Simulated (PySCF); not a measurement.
Methylcyclohexane, C7H14.
SMILES with atom numbers: `[CH3:1][CH:2]1[CH2:3][CH2:4][CH2:5][CH2:6][CH2:7]1` (hydrogens: H8, H9, H10 on C1; H11 on C2; H12, H13 on C3; H14, H15 on C4; H16, H17 on C5; H18, H19 on C6; H20, H21 on C7)

The same species was optimised twice, with GFN2-xTB and with PBE0-D3(BJ)/def2-SVP (PySCF), and the same property calculations (PySCF, gas phase) were run on both structures.

```
  coordinate  GFN2-xTB  PBE0-D3(BJ)/def2-SVP  change
   C1–C2 (Å)     1.526                 1.521  -0.005
   C6–C7 (Å)     1.526                 1.525  -0.001
   C3–C4 (Å)     1.526                 1.525  -0.001
   C5–C6 (Å)     1.525                 1.525   0.000
   C4–C5 (Å)     1.525                 1.525   0.000
   C2–C3 (Å)     1.529                 1.530  +0.001
   C2–C7 (Å)     1.530                 1.530   0.000
C2–C7–C6 (°)     111.2                 112.3    +1.1
C2–C3–C4 (°)     111.2                 112.3    +1.1
C5–C6–C7 (°)     110.4                 111.4    +1.0
C1–C2–C3 (°)     110.8                 111.8    +1.0
C3–C4–C5 (°)     110.5                 111.5    +1.0
C1–C2–C7 (°)     110.8                 111.8    +1.0
C4–C5–C6 (°)     110.2                 111.2    +1.0
C3–C2–C7 (°)     109.6                 110.2    +0.6
```

Rotational constants: A = 4258, B = 2216, C = 1616 MHz (GFN2-xTB) against A = 4226, B = 2194, C = 1595 MHz (PBE0-D3(BJ)/def2-SVP). Point groups within 0.08 Å: Cs and Cs. Atoms that the bonding makes alike are paired by their places after alignment.

On the GFN2-xTB structure: HOMO (eV) -8.21 [PBE0/pcSseg-1]; LUMO (eV) 1.57 [PBE0/pcSseg-1]; dipole (D) 0.09 [PBE0/pcSseg-1]; GIAO shielding of C1 (ppm) 161.3 [PBE0/pcSseg-1]; GIAO shielding of C2 (ppm) 150.2 [PBE0/pcSseg-1]; GIAO shielding of C3/C7 (mean) (ppm) 147.9 [PBE0/pcSseg-1]; GIAO shielding of C4/C6 (mean) (ppm) 156.2 [PBE0/pcSseg-1]; GIAO shielding of C5 (ppm) 156.4 [PBE0/pcSseg-1].

Question: What do these properties become on the PBE0-D3(BJ)/def2-SVP structure?

Answer: 
```csv
property,level,on GFN2-xTB,on PBE0-D3(BJ)/def2-SVP,change
HOMO (eV),PBE0/pcSseg-1,-8.21,-8.28,-0.07
LUMO (eV),PBE0/pcSseg-1,1.57,1.50,-0.07
dipole (D),PBE0/pcSseg-1,0.09,0.09,0.00
"energy, GFN2-xTB geometry as zero (kcal/mol)",PBE0/pcSseg-1,0.0,-0.7,-0.7
GIAO shielding of C1 (ppm),PBE0/pcSseg-1,161.3,159.6,-1.7
GIAO shielding of C2 (ppm),PBE0/pcSseg-1,150.2,150.1,-0.1
GIAO shielding of C3/C7 (mean) (ppm),PBE0/pcSseg-1,147.9,147.2,-0.7
GIAO shielding of C4/C6 (mean) (ppm),PBE0/pcSseg-1,156.2,155.5,-0.7
GIAO shielding of C5 (ppm),PBE0/pcSseg-1,156.4,156.0,-0.4
```

The heavy atoms differ by 0.016 Å rms after alignment (one structure mirrored). Among bonds between heavy atoms C1–C2 changes most (-0.005 Å). Changes are differences of the printed values. Neither structure is proved a minimum here.
